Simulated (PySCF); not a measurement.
# Working out the ionisation energy of Zn⁺

Zn⁺ [Ar] 3d10 4s1 (2S) → Zn²⁺ [Ar] 3d10 (1S). Computed with PySCF 2.14 in cc-pVTZ-PP with ECP10MDF (5s5p4d2f1g, 63 functions), with scalar relativity through the core potential. Frozen: 3s2 3p6. Energies in hartree (1 hartree = 27.21139 eV):

```csv
part,Zn⁺ (lower),Zn²⁺ (upper)
UHF,-225.676133,-225.057294
MP2 opposite-spin,-0.300449,-0.281763
MP2 same-spin,-0.174843,-0.160921
```

Problem. What does Hartree-Fock give?

Solution. (-225.057294) − (-225.676133) = 0.618839 hartree = 16.839 eV.

Problem. What do MP2 and SCS-MP2 (6/5 opposite-spin, 1/3 same-spin) give?

Solution. The opposite-spin parts differ by 0.508 eV and the same-spin parts by 0.379 eV. MP2: 16.839 + (0.508) + (0.379) = 17.726 eV. SCS-MP2: 16.839 + 1.2 × (0.508) + (0.379)/3 = 17.575 eV.

Measured between the centres of the two terms (NIST): 17.964 eV, so MP2 (valence) is off by -0.238 eV.

What remains against the reference includes basis incompleteness, the frozen core and correlation beyond second order.
